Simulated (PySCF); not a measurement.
## Electron correlation in Kr³⁺ (krypton, charge +3)

[Ar] 3d10 4s2 4p3, high-spin 4S determinant. All numbers are calculated (PySCF 2.14, the spin-free X2C one-electron Hamiltonian (Gaussian nucleus), in x2c-TZVPPall with one added diffuse shell each of s, p, d type (7s6p5d1f, 57 functions)). Frozen: [Ar] 3d10; 5 electrons correlated.

MP2 pair energies summed by pair of shells (mhartree):

```tsv
pair	energy	share (%)
4s-4p	-55.03	67.2
4p-4p	-18.35	22.4
4s-4s	-8.49	10.4
```

Total MP2 correlation energy: -81.87 mhartree.

Same-spin part -21.29 and opposite-spin part -60.58 mhartree; SCS-MP2 scales them by 1/3 and 6/5 to -79.79 mhartree.
